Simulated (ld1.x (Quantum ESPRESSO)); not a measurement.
What one change does to a pseudopotential (bromine (Br), PAW)

| Property | Result |
| --- | --- |
| Element | bromine |
| Generator | ld1.x (Quantum ESPRESSO) 7.5 |
| Type | PAW |
| Functional | PBE |
| Relativity | scalar-relativistic |
| Frozen core | [Ar] 3d10 |
| Valence charge | 7 |
| Reference configuration | 4s2 4p3 (charge +2) |
| Partial waves | 4s (bound): rcut 1.35, rcutus 1.45 bohr; 4s channel at -0.9 Ry: rcut 1.35, rcutus 1.45 bohr; 4p (bound): rcut 1.00, rcutus 1.40 bohr; 4p channel at -1.65 Ry: rcut 1.00, rcutus 1.40 bohr |
| Local potential | all-electron potential smoothed inside 1.10 bohr (lloc = -1) |
| Core correction | Bessel-smoothed model core inside 1.15 bohr |
| Augmentation charge | PSQ, inside the norm-conserving radii |

Change: local potential all-electron potential smoothed inside 1.12 bohr (lloc = -1).

Cutoffs: the cutoffs (Ry, on a coarse ladder) from which the occupation-weighted sum of valence levels, in a spherical-Bessel basis at the reference potential, stays within 10 and 1 mRy of its value at 400 Ry; they do not see the model core or the augmentation charge, which bear on the density cutoff. Errors are all-electron minus pseudo energies relative to the spin-unpolarised reference configuration.

Predict the effect on cutoff, ghosts and configuration errors.

The potential gets neither clearly harder nor softer (21 Ry and 40 Ry → 21 Ry and 45 Ry); both files keep a bound ghost (d); the errors of the 7 common tests hardly move; the range in which the s phases agree narrows (upper end at the end of the scan → 0.0).

```csv
quantity,base,changed
"cutoff, loose",21 Ry,21 Ry
"cutoff, tight",40 Ry,45 Ry
bound ghosts,d,d
"error for 4s2 4p5, meV [ΔE -35.31 eV]",-9.3,-9.4
"error for 4s2 4p4, meV [ΔE -22.76 eV]",-2.7,-2.7
"error for 4s2 4p2, meV [ΔE 33.98 eV]",-21,-22
"error for 4s2 4p5.3, meV [ΔE -37.28 eV]",-10,-11
"error for 4s2 4p4.5, meV [ΔE -30.24 eV]",-6.3,-6.3
"error for 4s2 4p1, meV [ΔE 80.01 eV]",-101,-104
"error for 4s1 4p5, meV [ΔE -9.76 eV]",+2.7,+2.5
s: phases at 1.61 bohr within 0.05 rad from the reference energy up to (Ry; the scan ends near 5),to the end of the scan,0.0
p: phases at 1.61 bohr within 0.05 rad from the reference energy up to (Ry; the scan ends near 5),0.8,1.1
lowest overlap eigenvalue by channel,"s 0.38, p 0.61","s 0.38, p 0.61"
```

 A true bound ghost makes a file unfit for plane-wave use even where its test errors are small: the radial tests pick states by their node count and pass the ghost by.
